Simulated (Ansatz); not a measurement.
Program: Ansatz. Geometries: PBE0-D4/def2-TZVP. ΔE: electronic, gas phase. CBS: MP2 limit from def2 TZ/QZ plus the TZ coupled-cluster correction, frozen cores. This one scheme is used for every species. DFT in def2-TZVPP. HSE06 is defined as in plane-wave codes. For Ge outer-core shells are correlated without core-valence functions, which leaves a few kJ/mol of doubt a bond. Scalar relativity is left out up to krypton. One conformer a species, not always the lowest.

`C[O][Ge][O]C` + H–F → `C[O][Ge][F]` + CH₃OH  (ligand exchange at a Ge–O bond)

Task: Is it downhill or uphill in electronic energy at CCSD(T)/CBS, and by how much? (An estimate is asked.)

Result: The calculation gave: Downhill: ΔE = -0.31 eV.

Task: What do these levels give: HSE06-D4, BHLYP-D4, r2SCAN0, HSE06, LC-ωPBE, MP2/def2-QZVPP? (Best estimate.)

Result: Computed: HSE06-D4 -0.37, BHLYP-D4 -0.40, r2SCAN0 -0.40, HSE06 -0.41, LC-ωPBE -0.46, MP2/def2-QZVPP -0.27 eV.

Task: What do rigid-rotor, harmonic-oscillator terms from PBE0-D4/def2-TZVP frequencies (298.15 K, 1 bar) make of the CCSD(T)/CBS value? (Estimate.)

Result: Ansatz gave: ΔZPE = +0.06 eV, ΔH = -0.29 eV, ΔS = 13 J/(mol·K), ΔG = -0.33 eV. Modes under 50 cm⁻¹ make the entropy rough.

Largest T1 diagnostic among the species: 0.015.

At CCSD(T), def2-SVP lies −0.07 eV from the extrapolated value and def2-TZVPP +0.01 eV. The D4 term adds +0.08 eV with B3LYP and +0.05 eV with PBE0; it sums over pairs of atoms, weighted by their polarisabilities, and B3LYP, whose exchange is more repulsive, gets the larger term.

B3LYP here is the variant with VWN-RPA as its local correlation; programs differ in this.
